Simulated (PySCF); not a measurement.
Predicted microwave data (wB97X-D/def2-SVPD in PySCF (dipole) on a GFN2-xTB geometry, gas phase) for one isomer of C5H7NOS:

- Rotational constants: A = 3743, B = 1213, C = 984.6 MHz
- Dipole components: |μa| = 0.47 D, |μb| = 0.75 D, |μc| = 0.05 D
- Inertial defect: -38.29 u·Å²
- κ: -0.83

Question: Which candidate fits, each taken in the one conformer that was computed?
A. `[CH2:1]=[N:2][C@@H:3]1[CH:4]=[CH:5][S@@:6](=[O:7])[CH2:8]1` with C1–N2–C3–C4 -122°, N2–C3–C4–C5 -135°, C4–C5–S6–O7 -91°, C5–S6–C8–C3 -25°, N2–C3–C8–S6 147°
B. `[CH3:1][CH2:2][S:3][c:4]1[cH:5][o:6][cH:7][n:8]1` with C1–C2–S3–C4 76°, C2–S3–C4–C5 -177°

Answer: B. It is CCSc1cocn1, an asymmetric top, point group C1. The candidates at the same level (rigid rotor, commonest isotopes):

```json
{"SMILES": "C=N[C@@H]1C=C[S@@](=O)C1", "A (MHz)": "4481", "B (MHz)": "1102", "C (MHz)": "995.5", "μa (D)": "3.85", "μb (D)": "0.84", "μc (D)": "0.56", "Δ (u·Å²)": "-63.82", "point group": "C1", "rotor": "near-prolate asymmetric top"}
{"SMILES": "CCSc1cocn1", "A (MHz)": "3743", "B (MHz)": "1213", "C (MHz)": "984.6", "μa (D)": "0.47", "μb (D)": "0.75", "μc (D)": "0.05", "Δ (u·Å²)": "-38.29", "point group": "C1", "rotor": "asymmetric top"}
```

`C=N[C@@H]1C=C[S@@](=O)C1` has A 20 % too high. No structure here is proved a minimum.
